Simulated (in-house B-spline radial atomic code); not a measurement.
Ionisation energies along the 24-electron series, configuration [Ar] 3d6, as differences of self-consistent energies. NIST's values go from ground level to ground level; the uncertainty of those that are theory runs from under 0.1 % in few-electron ions to several per cent in heavy many-electron ones. Computed with an all-electron radial atomic-structure program (B-spline basis): non-relativistic Hartree-Fock, average of the configuration, point nuclei.

This level leaves out relativity, spin-orbit splitting included, which matters for heavy ions.

| ion | configuration after | ionisation energy (eV) | IE/(q+1)² (eV) | -ε less Coulomb ΔSCF (eV) | tabulated value (eV) | tabulated kind | computed minus tabulated (eV) |
| --- | --- | --- | --- | --- | --- | --- | --- |
| Fe2+ | [Ar] 3d5 | 31.9 | 3.5497 | 2.8126 | 30.651 | measured | 1.3 |
| Co3+ | [Ar] 3d5 | 53.4 | 3.3397 | 2.7547 | 51.27 | semi-empirical | 2.2 |
| Ni4+ | [Ar] 3d5 | 78.5 | 3.1416 | 2.7361 | 76.06 | semi-empirical | 2.5 |
| Cu5+ | [Ar] 3d5 | 107.1 | 2.9742 | 2.7337 | 103 | semi-empirical | 4.1 |
| Zn6+ | [Ar] 3d5 | 138.9 | 2.8353 | 2.7383 | 133.9 | semi-empirical | 5.0 |
| Ga7+ | [Ar] 3d5 | 174.0 | 2.7193 | 2.7458 | 169.9 | tabulated theory | 4.1 |
| Ge8+ | [Ar] 3d5 | 212.4 | 2.6217 | 2.7544 | 212.5 | tabulated theory | -0.1 |
| As9+ | [Ar] 3d5 | 253.8 | 2.5384 | 2.7633 | 247 | tabulated theory | 6.8 |
| Se10+ | [Ar] 3d5 | 298.5 | 2.4668 | 2.7721 | 291 | tabulated theory | 7.5 |
| Br11+ | [Ar] 3d5 | ? | ? | ? | ? | tabulated theory | ? |
| Kr12+ | [Ar] 3d5 | ? | ? | ? | ? | tabulated theory | ? |
| Rb13+ | [Ar] 3d5 | 451.1 | 2.3016 | 2.7962 | 443 | tabulated theory | 8.1 |
| Sr14+ | [Ar] 3d5 | 508.2 | 2.2586 | 2.8034 | 499 | tabulated theory | 9.2 |
| Zr16+ | [Ar] 3d5 | 631.6 | 2.1854 | 2.8165 | 622 | tabulated theory | 9.6 |
| Nb17+ | [Ar] 3d5 | 697.9 | 2.154 | 2.8226 | 688 | tabulated theory | 9.9 |
| Mo18+ | [Ar] 3d5 | 767.3 | 2.1254 | 2.8282 | 758 | tabulated theory | 9.3 |
| Tc19+ | [Ar] 3d5 | 839.7 | 2.0992 | 2.8336 | 829 | tabulated theory | 10.7 |
| Ru20+ | [Ar] 3d5 | 915.2 | 2.0752 | 2.8387 | 905 | tabulated theory | 10.2 |
| Rh21+ | [Ar] 3d5 | 993.7 | 2.0531 | 2.8435 | 984 | tabulated theory | 9.7 |
| Pd22+ | [Ar] 3d5 | 1075.3 | 2.0327 | 2.8481 | 1065 | tabulated theory | 10.3 |
| Ag23+ | [Ar] 3d5 | 1160.0 | 2.0138 | 2.8525 | 1149 | tabulated theory | 11.0 |
| Cd24+ | [Ar] 3d5 | ? | ? | ? | ? | tabulated theory | ? |
| In25+ | [Ar] 3d5 | 1338.4 | 1.9798 | 2.8606 | 1328 | tabulated theory | 10.4 |

(1) Fill in the row of Br11+.

(2) Fill in the row of Kr12+.

(3) Fill in the row of Cd24+.

(4) How far is this level of theory from the measured and semi-empirical values?

Results:

(1) ionisation energy (eV): 346.3; IE/(q+1)² (eV): 2.4045; -ε less Coulomb ΔSCF (eV): 2.7805; tabulated value (eV): 338; computed minus tabulated (eV): 8.3.

(2) ionisation energy (eV): 397.1; IE/(q+1)² (eV): 2.3499; -ε less Coulomb ΔSCF (eV): 2.7886; tabulated value (eV): 391; computed minus tabulated (eV): 6.1.

(3) ionisation energy (eV): 1247.6; IE/(q+1)² (eV): 1.9962; -ε less Coulomb ΔSCF (eV): 2.8566; tabulated value (eV): 1237; computed minus tabulated (eV): 10.6.

(4) Over those 5 rows the differences run from +1.3 to +5.03 eV (mean absolute value 3 eV). The calculation leaves out relativity, correlation and, in open shells, the multiplet splittings that an average leaves out.
